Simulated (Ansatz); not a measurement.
A first, cheap relaxation of `C[OH+][Al-]([CH3])([Cl])[Cl]`.

```yaml
crystal:
  periodic: [false, false, false]
  atoms:
    - {symbol: C, position_ang: [0.256300, 0.389100, 1.756800]}
    - {symbol: O, position_ang: [0.645800, 1.119100, 0.597400]}
    - {symbol: Al, position_ang: [-0.368200, 0.596200, -0.899200]}
    - {symbol: C, position_ang: [-0.056600, -1.354100, -1.189000]}
    - {symbol: Cl, position_ang: [0.407400, 1.667500, -2.683000]}
    - {symbol: Cl, position_ang: [-2.474100, 1.090600, -0.587000]}
    - {symbol: H, position_ang: [0.346800, -0.668100, 1.645600]}
    - {symbol: H, position_ang: [-0.810700, 0.706900, 1.971400]}
    - {symbol: H, position_ang: [0.821300, 0.771100, 2.659200]}
    - {symbol: H, position_ang: [1.570700, 0.794500, 0.443200]}
    - {symbol: H, position_ang: [-0.384800, -1.603500, -2.219600]}
    - {symbol: H, position_ang: [-0.800200, -1.907200, -0.495400]}
    - {symbol: H, position_ang: [0.866700, -1.636700, -0.985700]}
basis:
  gaussian: {orbitals: def2-SVP}
hamiltonian: {xc: pbe, dispersion: d4}
relax: {f_tol: 0.03, max_steps: 200}
```

```sh
$ ansatz run in.yaml --threads 4 --pin off --events-out ev --progress --plain --max-ram 11315MiB
```

It prints (some lines left out):

```
Functional definition: PBE
mean field -35848.80243922 eV, -1317.4191904502 hartree, gradient 2.6e-5 eV, S^2 0.000000; 0 other end points of the search recorded, 0 dependent functions left out
relax step   1: F+E_penalty+E_count = -35849.13026987 eV  Δ(F+E_penalty+E_count) = +0.000e0 eV  max|allowed force component| = 6.296e0 eV/Å  Δτ_max = 0.0000 Å  (29 SCF iters, accepted)
mean field -35849.55594328 eV, -1317.4468812136 hartree, gradient 2.2e-5 eV, S^2 0.000000; 0 other end points of the search recorded, 0 dependent functions left out
relax step   2: F+E_penalty+E_count = -35849.88541806 eV  Δ(F+E_penalty+E_count) = -7.551e-1 eV  max|allowed force component| = 1.720e0 eV/Å  Δτ_max = 0.1996 Å  (35 SCF iters, accepted)
mean field -35849.69549301 eV, -1317.4520095718 hartree, gradient 1.1e-5 eV, S^2 0.000000; 0 other end points of the search recorded, 0 dependent functions left out
relax step   3: F+E_penalty+E_count = -35850.02490253 eV  Δ(F+E_penalty+E_count) = -1.395e-1 eV  max|allowed force component| = 5.408e-1 eV/Å  Δτ_max = 0.1999 Å  (28 SCF iters, accepted)
mean field -35849.72945537 eV, -1317.4532576654 hartree, gradient 1.2e-5 eV, S^2 0.000000; 0 other end points of the search recorded, 0 dependent functions left out
relax step   4: F+E_penalty+E_count = -35850.05680256 eV  Δ(F+E_penalty+E_count) = -3.190e-2 eV  max|allowed force component| = 4.303e-1 eV/Å  Δτ_max = 0.2000 Å  (28 SCF iters, accepted)
mean field -35849.75358274 eV, -1317.4541443300 hartree, gradient 2.1e-5 eV, S^2 0.000000; 0 other end points of the search recorded, 0 dependent functions left out
relax step   5: F+E_penalty+E_count = -35850.07909005 eV  Δ(F+E_penalty+E_count) = -2.229e-2 eV  max|allowed force component| = 1.946e-1 eV/Å  Δτ_max = 0.0664 Å  (28 SCF iters, accepted)
mean field -35849.76296617 eV, -1317.4544891647 hartree, gradient 2.6e-5 eV, S^2 0.000000; 0 other end points of the search recorded, 0 dependent functions left out
relax step   6: F+E_penalty+E_count = -35850.08735160 eV  Δ(F+E_penalty+E_count) = -8.262e-3 eV  max|allowed force component| = 2.298e-1 eV/Å  Δτ_max = 0.0931 Å  (28 SCF iters, accepted)
mean field -35849.77175391 eV, -1317.4548121082 hartree, gradient 1.4e-5 eV, S^2 0.000000; 0 other end points of the search recorded, 0 dependent functions left out
relax step   7: F+E_penalty+E_count = -35850.09274597 eV  Δ(F+E_penalty+E_count) = -5.394e-3 eV  max|allowed force component| = 2.448e-1 eV/Å  Δτ_max = 0.1412 Å  (27 SCF iters, accepted)
mean field -35849.77721847 eV, -1317.4550129269 hartree, gradient 7.9e-6 eV, S^2 0.000000; 0 other end points of the search recorded, 0 dependent functions left out
relax step   8: F+E_penalty+E_count = -35850.09689157 eV  Δ(F+E_penalty+E_count) = -4.146e-3 eV  max|allowed force component| = 3.635e-1 eV/Å  Δτ_max = 0.0946 Å  (29 SCF iters, accepted)
mean field -35849.77808968 eV, -1317.4550449435 hartree, gradient 2.6e-5 eV, S^2 0.000000; 0 other end points of the search recorded, 0 dependent functions left out
relax step   9: F+E_penalty+E_count = -35850.09945077 eV  Δ(F+E_penalty+E_count) = -2.559e-3 eV  max|allowed force component| = 2.895e-1 eV/Å  Δτ_max = 0.0825 Å  (29 SCF iters, accepted)
mean field -35849.78238340 eV, -1317.4552027345 hartree, gradient 2.5e-5 eV, S^2 0.000000; 0 other end points of the search recorded, 0 dependent functions left out
relax step  10: F+E_penalty+E_count = -35850.10322142 eV  Δ(F+E_penalty+E_count) = -3.771e-3 eV  max|allowed force component| = 3.378e-2 eV/Å  Δτ_max = 0.0676 Å  (28 SCF iters, accepted)
mean field -35849.78407922 eV, -1317.4552650547 hartree, gradient 7.7e-6 eV, S^2 0.000000; 0 other end points of the search recorded, 0 dependent functions left out
relax step  11: F+E_penalty+E_count = -35850.10408484 eV  Δ(F+E_penalty+E_count) = -8.634e-4 eV  max|allowed force component| = 1.217e-1 eV/Å  Δτ_max = 0.1005 Å  (29 SCF iters, accepted)
mean field -35849.78550393 eV, -1317.4553174120 hartree, gradient 2.3e-5 eV, S^2 0.000000; 0 other end points of the search recorded, 0 dependent functions left out
relax step  12: F+E_penalty+E_count = -35850.10499440 eV  Δ(F+E_penalty+E_count) = -9.096e-4 eV  max|allowed force component| = 6.663e-2 eV/Å  Δτ_max = 0.0235 Å  (30 SCF iters, accepted)
mean field -35849.78625575 eV, -1317.4553450411 hartree, gradient 2.3e-5 eV, S^2 0.000000; 0 other end points of the search recorded, 0 dependent functions left out
relax step  13: F+E_penalty+E_count = -35850.10572391 eV  Δ(F+E_penalty+E_count) = -7.295e-4 eV  max|allowed force component| = 1.836e-2 eV/Å  Δτ_max = 0.0174 Å  (29 SCF iters, accepted)
mean field -35849.78694271 eV, -1317.4553702861 hartree, gradient 2.4e-5 eV, S^2 0.000000; 0 other end points of the search recorded, 0 dependent functions left out
relax step  14: F+E_penalty+E_count = -35850.10609388 eV  Δ(F+E_penalty+E_count) = -3.700e-4 eV  max|allowed force component| = 2.510e-2 eV/Å  Δτ_max = 0.0359 Å  (28 SCF iters, accepted)
mean field -35849.78799056 eV, -1317.4554087942 hartree, gradient 2.4e-5 eV, S^2 0.000000; 0 other end points of the search recorded, 0 dependent functions left out
relax step  15: F+E_penalty+E_count = -35850.10641342 eV  Δ(F+E_penalty+E_count) = -3.195e-4 eV  max|allowed force component| = 6.130e-2 eV/Å  Δτ_max = 0.0665 Å  (28 SCF iters, accepted)
mean field -35849.78841594 eV, -1317.4554244265 hartree, gradient 2.2e-5 eV, S^2 0.000000; 0 other end points of the search recorded, 0 dependent functions left out
relax step  16: F+E_penalty+E_count = -35850.10668045 eV  Δ(F+E_penalty+E_count) = -2.670e-4 eV  max|allowed force component| = 5.041e-2 eV/Å  Δτ_max = 0.0174 Å  (29 SCF iters, accepted)
mean field -35849.79094664 eV, -1317.4555174279 hartree, gradient 7.4e-6 eV, S^2 0.000000; 0 other end points of the search recorded, 0 dependent functions left out
relax step  17: F+E_penalty+E_count = -35850.10807199 eV  Δ(F+E_penalty+E_count) = -1.392e-3 eV  max|allowed force component| = 7.846e-2 eV/Å  Δτ_max = 0.1215 Å  (28 SCF iters, accepted)
mean field -35849.78501417 eV, -1317.4552994136 hartree, gradient 1.2e-5 eV, S^2 0.000000; 0 other end points of the search recorded, 0 dependent functions left out
relax step  18: F+E_penalty+E_count = -35850.10087179 eV  Δ(F+E_penalty+E_count) = +7.200e-3 eV  max|allowed force component| = 4.301e-1 eV/Å  Δτ_max = 0.1962 Å  (27 SCF iters, rejected (line search))
mean field -35849.79662220 eV, -1317.4557260011 hartree, gradient 7.6e-6 eV, S^2 0.000000; 0 other end points of the search recorded, 0 dependent functions left out
relax step  19: F+E_penalty+E_count = -35850.11403670 eV  Δ(F+E_penalty+E_count) = -5.965e-3 eV  max|allowed force component| = 1.016e-1 eV/Å  Δτ_max = 0.0981 Å  (28 SCF iters, accepted)
mean field -35849.80128195 eV, -1317.4558972435 hartree, gradient 2.5e-5 eV, S^2 0.000000; 0 other end points of the search recorded, 0 dependent functions left out
relax step  20: F+E_penalty+E_count = -35850.11892608 eV  Δ(F+E_penalty+E_count) = -4.889e-3 eV  max|allowed force component| = 2.073e-1 eV/Å  Δτ_max = 0.0986 Å  (28 SCF iters, accepted)
mean field -35849.80405013 eV, -1317.4559989724 hartree, gradient 9.5e-6 eV, S^2 0.000000; 0 other end points of the search recorded, 0 dependent functions left out
relax step  21: F+E_penalty+E_count = -35850.12222348 eV  Δ(F+E_penalty+E_count) = -3.297e-3 eV  max|allowed force component| = 3.536e-1 eV/Å  Δτ_max = 0.1487 Å  (28 SCF iters, accepted)
mean field -35849.81615740 eV, -1317.4564439064 hartree, gradient 2.3e-5 eV, S^2 0.000000; 0 other end points of the search recorded, 0 dependent functions left out
relax step  22: F+E_penalty+E_count = -35850.13530820 eV  Δ(F+E_penalty+E_count) = -1.308e-2 eV  max|allowed force component| = 3.315e-1 eV/Å  Δτ_max = 0.0861 Å  (28 SCF iters, accepted)
mean field -35849.82368421 eV, -1317.4567205113 hartree, gradient 2.2e-5 eV, S^2 0.000000; 0 other end points of the search recorded, 0 dependent functions left out
relax step  23: F+E_penalty+E_count = -35850.14463947 eV  Δ(F+E_penalty+E_count) = -9.331e-3 eV  max|allowed force component| = 1.075e-1 eV/Å  Δτ_max = 0.0729 Å  (28 SCF iters, accepted)
mean field -35849.83281693 eV, -1317.4570561328 hartree, gradient 1.0e-5 eV, S^2 0.000000; 0 other end points of the search recorded, 0 dependent functions left out
relax step  24: F+E_penalty+E_count = -35850.15458886 eV  Δ(F+E_penalty+E_count) = -9.949e-3 eV  max|allowed force component| = 1.188e-1 eV/Å  Δτ_max = 0.2000 Å  (27 SCF iters, accepted)
mean field -35849.82529607 eV, -1317.4567797461 hartree, gradient 9.8e-6 eV, S^2 0.000000; 0 other end points of the search recorded, 0 dependent functions left out
relax step  25: F+E_penalty+E_count = -35850.14705825 eV  Δ(F+E_penalty+E_count) = +7.531e-3 eV  max|allowed force component| = 5.936e-1 eV/Å  Δτ_max = 0.1951 Å  (27 SCF iters, rejected (line search))
mean field -35849.83863303 eV, -1317.4572698706 hartree, gradient 2.1e-5 eV, S^2 0.000000; 0 other end points of the search recorded, 0 dependent functions left out
relax step  26: F+E_penalty+E_count = -35850.15935678 eV  Δ(F+E_penalty+E_count) = -4.768e-3 eV  max|allowed force component| = 1.140e-1 eV/Å  Δτ_max = 0.0938 Å  (28 SCF iters, accepted)
mean field -35849.84286374 eV, -1317.4574253461 hartree, gradient 2.2e-5 eV, S^2 0.000000; 0 other end points of the search recorded, 0 dependent functions left out
relax step  27: F+E_penalty+E_count = -35850.16386260 eV  Δ(F+E_penalty+E_count) = -4.506e-3 eV  max|allowed force component| = 1.128e-1 eV/Å  Δτ_max = 0.0975 Å  (28 SCF iters, accepted)
mean field -35849.84432894 eV, -1317.4574791914 hartree, gradient 2.2e-5 eV, S^2 0.000000; 0 other end points of the search recorded, 0 dependent functions left out
relax step  28: F+E_penalty+E_count = -35850.16550005 eV  Δ(F+E_penalty+E_count) = -1.637e-3 eV  max|allowed force component| = 2.094e-1 eV/Å  Δτ_max = 0.0887 Å  (28 SCF iters, accepted)
mean field -35849.84684674 eV, -1317.4575717186 hartree, gradient 2.2e-5 eV, S^2 0.000000; 0 other end points of the search recorded, 0 dependent functions left out
relax step  29: F+E_penalty+E_count = -35850.16825973 eV  Δ(F+E_penalty+E_count) = -2.760e-3 eV  max|allowed force component| = 1.155e-1 eV/Å  Δτ_max = 0.0351 Å  (30 SCF iters, accepted)
mean field -35849.84596444 eV, -1317.4575392948 hartree, gradient 9.0e-6 eV, S^2 0.000000; 0 other end points of the search recorded, 0 dependent functions left out
relax step  30: F+E_penalty+E_count = -35850.16827186 eV  Δ(F+E_penalty+E_count) = -1.213e-5 eV  max|allowed force component| = 3.075e-1 eV/Å  Δτ_max = 0.1645 Å  (28 SCF iters, accepted)
mean field -35849.85287317 eV, -1317.4577931861 hartree, gradient 2.1e-5 eV, S^2 0.000000; 0 other end points of the search recorded, 0 dependent functions left out
relax step  31: F+E_penalty+E_count = -35850.17470557 eV  Δ(F+E_penalty+E_count) = -6.434e-3 eV  max|allowed force component| = 2.571e-2 eV/Å  Δτ_max = 0.0596 Å  (28 SCF iters, accepted)
mean field -35849.85285567 eV, -1317.4577925427 hartree, gradient 2.3e-5 eV, S^2 0.000000; 0 other end points of the search recorded, 0 dependent functions left out
relax step  32: F+E_penalty+E_count = -35850.17479792 eV  Δ(F+E_penalty+E_count) = -9.235e-5 eV  max|allowed force component| = 1.231e-1 eV/Å  Δτ_max = 0.0764 Å  (27 SCF iters, accepted)
mean field -35849.85430889 eV, -1317.4578459477 hartree, gradient 2.1e-5 eV, S^2 0.000000; 0 other end points of the search recorded, 0 dependent functions left out
relax step  33: F+E_penalty+E_count = -35850.17575093 eV  Δ(F+E_penalty+E_count) = -9.530e-4 eV  max|allowed force component| = 4.629e-2 eV/Å  Δτ_max = 0.0203 Å  (30 SCF iters, accepted)
mean field -35849.85482075 eV, -1317.4578647582 hartree, gradient 2.1e-5 eV, S^2 0.000000; 0 other end points of the search recorded, 0 dependent functions left out
relax step  34: F+E_penalty+E_count = -35850.17625514 eV  Δ(F+E_penalty+E_count) = -5.042e-4 eV  max|allowed force component| = 1.281e-2 eV/Å  Δτ_max = 0.0305 Å  (29 SCF iters, accepted)
mean field -35849.85482075 eV, -1317.4578647582 hartree, gradient 2.1e-5 eV, S^2 0.000000; 1 other end points of the search recorded, 0 dependent functions left out
Total energy: -35850.17629632 eV, -1317.4696787675 hartree
Atom 0 at     0.300936     0.558786     1.996375 Å, force    -0.005461     0.000181    -0.012812 eV/Å
Atom 1 at     0.801589     0.411073     0.648716 Å, force    -0.005047    -0.009816     0.003304 eV/Å
Atom 2 at    -0.307111     0.340685    -1.001262 Å, force     0.000041    -0.000756     0.007189 eV/Å
Atom 3 at    -0.408656    -1.512337    -1.592487 Å, force    -0.004885     0.006593    -0.004401 eV/Å
Atom 4 at     1.088332     1.689286    -1.978759 Å, force    -0.001343    -0.004589     0.005244 eV/Å
Atom 5 at    -2.091981     1.312571    -0.298067 Å, force     0.002768    -0.001372    -0.003740 eV/Å
Atom 6 at     1.151011     0.544219     2.705273 Å, force    -0.000032     0.001539    -0.005323 eV/Å
Atom 7 at    -0.353486    -0.309713     2.190505 Å, force     0.005342    -0.001271    -0.000553 eV/Å
Atom 8 at    -0.293521     1.487924     2.098101 Å, force    -0.002017     0.000293     0.004562 eV/Å
Atom 9 at     1.439697     1.124463     0.413724 Å, force     0.010709     0.012719     0.002782 eV/Å
Atom 10 at    -0.968484    -1.586510    -2.548244 Å, force     0.000566    -0.001798     0.000823 eV/Å
Atom 11 at    -0.937308    -2.151988    -0.855300 Å, force    -0.001129    -0.001843     0.002435 eV/Å
Atom 12 at     0.599383    -1.943058    -1.763875 Å, force     0.000490     0.000120     0.000491 eV/Å
Dipole moment:     0.425638    -0.228851     0.872225 e Å
```

It took 22 s on 4 threads of an AMD EPYC 9R45 on a shared host, with 0.21 GiB of host memory at the peak.
